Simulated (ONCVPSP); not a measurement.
# Building the ONCV potential for tungsten (W) (PBE, scalar-relativistic).

- Element: W
- Generator: ONCVPSP 4.0.1
- Type: optimised norm-conserving Vanderbilt (ONCV)
- Functional: PBE
- Relativity: scalar-relativistic
- Frozen core: [Kr] 4d10 4f14
- Valence charge: 14
- Reference configuration: 5s2 5p6 5d4 6s1 (charge +1)
- Partial waves: 5s+6s: rc 1.95 bohr, ncon 4, nbas 8, qcut 5.5 1/bohr, 2 projectors; 5p: rc 1.75 bohr, ncon 3, nbas 8, qcut 9.5 1/bohr, 2 projectors, debl 2.2 Ha; 5d: rc 2.25 bohr, ncon 4, nbas 9, qcut 5.9 1/bohr, 3 projectors, debl 0.5 Ha
- Local potential: polynomial inside 1.25 bohr (lpopt 5, dvloc0 2 Ha)
- Core correction: Teter function, fcfact 2.25, rcfact 1.2

All-electron outer shells of the reference configuration (PBE, scalar-relativistic, ld1.x):

```csv
shell,level (eV),outermost node (bohr),outermost maximum (bohr)
5s,-86.56,0.53,0.96
5p,-50.72,0.57,1.09
4f,-40.69,–,0.43
6s,-12.18,1.28,2.58
5d,-11.73,0.63,1.49
```

Results:

```json
{
 "Cutoffs needed": "26 Ha and 31 Ha (the cutoffs (Ha) at which the residual kinetic energy of the hardest occupied pseudo-wave falls to 1 and 0.1 mHa per electron)",
 "Ghost test": "no bound ghost flagged; GHOST(+) flagged for s at 104.9 eV",
 "Largest excitation error": "-5.7 meV (all-electron minus pseudo) for 5s2 5p6 5d2 6s0, out of 4 test configurations",
 "rms error of d²Exc/dni dnj": "7.83 mHa without and 3.12 mHa with the model core"
}
```

Generation and tests took about 4.6 s on one core of a shared server CPU.
